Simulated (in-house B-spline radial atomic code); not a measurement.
Computed with a B-spline radial atomic code. Model: two electrons, singlet ground state, non-relativistic, full CI in B-splines with partial waves to l = 8 (at full coupling up to 3e-4 hartree above the limit, correlation up to 0.6 % small), density held at that of full coupling by Lieb maximisation.

Along the adiabatic connection the electron repulsion is scaled by a coupling λ while a local potential keeps the density fixed. At λ = 0 the system is the Kohn-Sham one and W equals the exchange energy; the exchange-correlation energy is the area under W between 0 and 1. The kinetic energy rises with λ as the electrons avoid each other, with dT/dλ = −λ dW/dλ.

Command:
```bash
python run_ac.py task.json out
```
Settings (lengths in bohr, energies in hartree):
```
potential              ball
strength               1
lmax                   8
wall_radius            0.47
```

Time taken, with all properties: 1.7 s on 1 thread of Intel(R) Xeon(R) Processor @ 2.30GHz, on a shared host.

**W = mean repulsion less Hartree energy, and W of three functionals.**

Given: confinement empty hard sphere; hard wall radius 0.47 bohr; external potential zero inside.

Computed: LDA exchange minus exact 507.6 millihartree; PBE exchange minus exact 160.01 millihartree.

```tsv
coupling	W xc (hartree)	W xc minus exchange (millihartree)	kinetic minus Kohn-Sham (millihartree)	LDA (PW92) W minus its exchange (millihartree)	PBE W minus its exchange (millihartree)	SCAN W minus its exchange (millihartree)
0	-3.7717	0	0	0	0	0
0.02	?	?	?	?	?	?
0.05	-3.7772	-5.523	0.1	-32.68	-9.99	-4.89
0.12	-3.7849	-13.191	0.8	-65.77	-23.41	-11.62
0.25	-3.7989	-27.241	3.4	-115.48	-46.98	-23.87
0.4	-3.8148	-43.15	8.6	-163.37	-72.45	-37.65
0.6	-3.8356	-63.87	18.9	-218.23	-104.19	-55.53
0.8	-3.8557	-84.044	33	-266.36	-133.88	-72.89
1	-3.8754	-103.69	50.7	-309.73	-161.86	-89.79
1.4	?	?	?	?	?	?
2	-3.9662	-194.5	185.9	-483.42	-283.19	-168.28
3	-4.046	-274.32	384.6	-615.67	-383.18	-238.36
4.5	-4.1486	-376.92	767	-771.63	-507.34	-330.95
7	-4.2843	-512.62	1539.4	-966.45	-669.77	-459.49
10	-4.4061	-634.41	2565.5	-1138.5	-818.43	-582.59
```

Task: What belongs in the row 0.02?

Result: W xc (hartree): -3.7739; W xc minus exchange (millihartree): -2.213; kinetic minus Kohn-Sham (millihartree): 0; LDA (PW92) W minus its exchange (millihartree): -15.32; PBE W minus its exchange (millihartree): -4.05; SCAN W minus its exchange (millihartree): -1.97.

Task: What belongs in the row 1.4?

Result: W xc (hartree): -3.9131; W xc minus exchange (millihartree): -141.45; kinetic minus Kohn-Sham (millihartree): 95.9; LDA (PW92) W minus its exchange (millihartree): -386.23; PBE W minus its exchange (millihartree): -213.66; SCAN W minus its exchange (millihartree): -122.32.

Task: What is the SCAN exchange minus exact?

Result: -33.705 millihartree.

**Energy parts, natural occupations and partial-wave weights.**

Computed: total energy 48.4120 hartree; correlation energy -0.053 hartree; kinetic part of the DFT correlation energy 0.050686 hartree; initial slope twice GL2 -0.11081 hartree; kinetic part over minus potential part 0.48884; Hartree energy 7.5434 hartree; Lieb Oxford ratio E_xc over LDA exchange 1.1717.

```json
{"natural": "s", "occupation of the shell (electrons)": "1.9983"}
{"natural": "p", "occupation of the shell (electrons)": "0.0015902"}
{"natural": "d", "occupation of the shell (electrons)": "8.0025e-05"}
{"natural": "s", "occupation of the shell (electrons)": "3.8561e-05"}
{"natural": "f", "occupation of the shell (electrons)": "?"}
{"natural": "p", "occupation of the shell (electrons)": "8.3104e-06"}
```

Task: What belongs in the row f?

Result: occupation of the shell (electrons): 1.1135e-05.

```csv
wave,weight
s,0.99915
p,?
d,4.1143e-05
f,5.9327e-06
g,1.3813e-06
```

Task: What belongs in the row p?

Result: weight: 0.00079949.

Task: What is the exchange energy?

Result: -3.7717 hartree.

Task: What is the Kohn-Sham kinetic?

Result: 44.693 hartree.

Half-way to full coupling W has made 52 % of its drop, against 50 % for a straight line, and second-order (GL2) theory, half the initial slope, overshoots the correlation energy by about 5 %: correlation is weak here. Over couplings 0 to 1 the errors in E_xc come to about +379 millihartree for LDA, +127 millihartree for PBE, -27 millihartree for SCAN, so SCAN is nearest. In LDA and PBE and SCAN the errors of exchange and correlation have opposite signs, so the sum is smaller than the larger of the two.
